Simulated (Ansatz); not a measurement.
Ga(PH3)F3 (GaPH₃F₃), relaxed as a singlet with RKS PBE0-D4/def2-SVP in Ansatz, starting from the GFN2-xTB geometry. Force threshold 0.02 eV/Å.

Start:

```xyz
8

Ga   -0.0683    0.4423   -1.2947
P     0.0530   -0.3643    1.0732
H    -0.6756    0.3209    2.0233
H     1.2946   -0.3774    1.6718
H    -0.3585   -1.6563    1.3244
F     0.4291    2.1007   -1.1001
F    -1.7517    0.1689   -1.6514
F     1.0774   -0.6348   -2.0465
```

Question: Estimate the energy that the relaxation releases and the steps that it takes.

Answer: 4.9 kJ/mol, in 4 steps; 25 s on 2 threads of Arm Neoverse N1 on a shared host. No frequencies were taken in this run, so the end may be a saddle point.

Question: Does the start keep its bonding and symmetry?

Answer: By distances, no bond broke or formed. The bond that changes most is P2–H4, from 1.38 to 1.41 Å (atoms count from 1). Point group C3 at the start, C3 at the end, both within 0.05 Å.

Question: Predict the relaxed structure.

Answer: 
Cartesian coordinates in Å:
```
Ga -0.067 0.443 -1.300
P 0.053 -0.359 1.055
H -0.704 0.347 2.019
H 1.327 -0.363 1.668
H -0.367 -1.685 1.306
F 0.439 2.106 -1.077
F -1.765 0.162 -1.630
F 1.084 -0.651 -2.041
```
Bond lengths: 3 × F–Ga 1.75 Å; 1 × Ga–P 2.49 Å; 3 × H–P 1.41 Å.
